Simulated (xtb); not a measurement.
Si(All)(F)2(H) (C3H6F2Si), SMILES [SiH](F)(F)CC=C. All values are semi-empirical tight-binding results from xtb (GFN2-xTB unless named), good for trends rather than for accurate numbers. Coordinates come from a GFN2-xTB optimisation. The values are those of a single conformer.

Computed properties:
- orbital gap: 5.10 eV
- dipole moment: 2.21 D
- zero-point energy: 52.0 kcal/mol
- G − E(el) at 298.15 K (modified RRHO): 31.4 kcal/mol
- static polarisability (D4 model): 71.8 bohr³
- solvation energy, GFN2-xTB/ALPB(water): -0.4 kcal/mol
- solvation energy, GFN2-xTB/ALPB(methanol): -2.9 kcal/mol
